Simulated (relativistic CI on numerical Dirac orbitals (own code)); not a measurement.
Method of calculation: Dirac-Coulomb-Breit CI, orbitals from a KLI potential per configuration, a model potential for QED, unscaled Slater integrals (own radial code, finite nucleus).

The strongest absorption lines from the ground level of an ion, among the configurations computed and to levels below about 18100 eV (vacuum wavelength in Å, gf): 0.7206 (0.24), 0.9126 (0.27), 0.9282 (1.1), 0.9567 (0.31), 0.9891 (0.033), 5.0018 (0.31).

Q: Which ion is it?
A. Hg⁷⁶⁺
B. W⁶⁸⁺
C. Hg⁷⁴⁺
D. Hg⁷²⁺

A: C. Hg⁷⁴⁺ has 6 electrons and the ground level 2s²2p² ³P0; the strongest line goes to 2s²2p3d ³D°1. The pattern of lines fixes the number of electrons, and along that sequence the line energies rise steadily with the charge (about as its square where n changes within one kind of shell, about linearly where n is kept but much faster in heavy ions where fine structure, which grows about as Z⁴, sets the gap, and irregularly where shells cross), which fixes Z. Configurations outside the model, such as inner-shell arrays, can give stronger lines. At this charge energies of transitions that change n are usually good to better than 1 %, and those within a shell (Δn = 0) to a few per cent.

LS names give the leading component of a level, which can be under half, so a name can repeat, a term be missing and a line seem to break the LS rules.
